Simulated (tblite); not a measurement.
Calculated harmonic vibrations of the isolated species, GFN2-xTB (tblite), most abundant isotopes, no scaling. Against measured fundamentals such values can be off by several per cent, at times by over 20. Modes of hydrogen on silicon can be 10 to 20 % off. One conformer each. Thermal functions are those of the rigid rotor and harmonic oscillator, without mixing of conformers.

Question: Order these by their heat capacity Cp at 298.15 K, highest first (J/(mol K)).
A. `COC[C@H]1C=CCCCC1`
B. `CP(C)P1CCSCC1`
C. `CS[C@@](C)([SiH3])C(F)F`
D. `OC[C@@H]1CC[C@H]2CCC[C@H]21`
E. `FC[C@H]1CCCCS1`

Answer: B (197.7), C (179.3), A (176.0), D (165.1), E (137.4).

| SMILES | atoms | mass (u) | symmetry number | modes under 300 cm⁻¹ | ZPE (kJ/mol) | S translation (J/(mol K)) | S rotation | S vibration | S | Cp |
| --- | --- | --- | --- | --- | --- | --- | --- | --- | --- | --- |
| CP(C)P1CCSCC1 | 23 | 180.03 | 1 | 12 | 490.0 | 173.6 | 128.2 | 158.8 | 460.6 | 197.7 |
| CS[C@@](C)([SiH3])C(F)F | 18 | 156.02 | 1 | 11 | 336.9 | 171.8 | 123.4 | 146.9 | 442.1 | 179.3 |
| COC[C@H]1C=CCCCC1 | 26 | 140.12 | 1 | 7 | 607.9 | 170.5 | 124.9 | 127.0 | 422.4 | 176.0 |
| OC[C@@H]1CC[C@H]2CCC[C@H]21 | 26 | 140.12 | 1 | 5 | 617.0 | 170.5 | 123.7 | 104.8 | 398.9 | 165.1 |
| FC[C@H]1CCCCS1 | 19 | 134.06 | 1 | 4 | 421.4 | 169.9 | 119.8 | 80.1 | 369.8 | 137.4 |

Entropies and Cp are for 298.15 K and 1 bar.
